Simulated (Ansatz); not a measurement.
A nudged elastic band was laid between two geometries of ClGeH3O2 (7 atoms, charge 0, multiplicity 1).

These are results of Ansatz, RKS PBE/def2-SVP, not measurements.

```yaml
movable_images: 2
climbing_image: yes
spring: 5.0 eV/Å²
optimiser: quadratic models (default)
start_path: through a guess of the saddle point
force_threshold: 0.05 eV/Å
iteration_limit: 60
end_points: relaxed
```

Image 0:

```xyz
7
Properties=species:S:1:pos:R:3
Ge 0.315 -0.141 0.101
O 0.453 -0.336 1.872
H 0.048 0.432 2.319
H 1.664 -0.002 -0.622
Cl -0.905 1.648 -0.200
O -0.463 -1.583 -0.588
H -1.247 -1.841 -0.067
```

Image 3:

```xyz
7
Properties=species:S:1:pos:R:3
Ge 0.115 0.132 -0.846
O 1.022 0.144 1.308
H 0.499 -0.706 1.323
H 1.957 -0.142 1.267
Cl -1.660 1.436 -0.376
O -0.564 -1.414 -0.048
H -1.505 -1.273 0.185
```

Which bonds break or form, and what moves?

Bonds broken: Ge1–O2, Ge1–H4. Bonds formed: O2–H4. ClGeH3O2 becomes ClGeHO + H2O.

What energy profile does the band end with?

The run converged. The highest image is number 2 of 0 to 3, 2.00 eV above the first end and 1.90 eV above the last; the last end lies 0.09 eV above the first. Neighbouring images differ by up to 1.9 eV, so the band resolves the path poorly. Another band between the same ends (5 images) ends at a top of the same energy, where a vibrational analysis finds 1 clearly imaginary mode. So few images can step over the top or miss a turn of the path. The orbitals stay closed-shell, which can raise the energy where a bond breaks towards radicals; this wasn't checked here.

| image | path coordinate (Å) | energy (eV) | Ge1–O2 (Å) | Ge1–H4 (Å) | O2–H4 (Å) |
| --- | --- | --- | --- | --- | --- |
| 0 | 0.00 | 0.00 | 1.79 | 1.54 | 2.79 |
| 1 | 1.37 | 0.05 | 1.79 | 1.54 | 2.83 |
| 2 | 2.75 | 2.00 | 1.99 | 1.62 | 1.51 |
| 3 | 4.31 | 0.09 | 2.34 | 2.82 | 0.98 |

What is the geometry of the highest image?


```xyz
7
Properties=species:S:1:pos:R:3:forces:R:3
Ge 0.199 0.005 -0.256 0.00 0.01 0.00
O 0.856 0.226 1.606 -0.01 -0.01 0.00
H 0.766 -0.638 2.069 0.00 0.00 0.01
H 1.697 0.050 0.361 0.00 0.00 -0.01
Cl -1.353 1.540 -0.551 0.00 0.00 0.00
O -0.666 -1.569 -0.185 0.01 -0.01 0.00
H -1.634 -1.437 -0.232 0.00 0.01 0.00
```

Time of the run: 61 s on 2 threads of Arm Neoverse V2, on a shared host, peak memory 0.14 GiB.
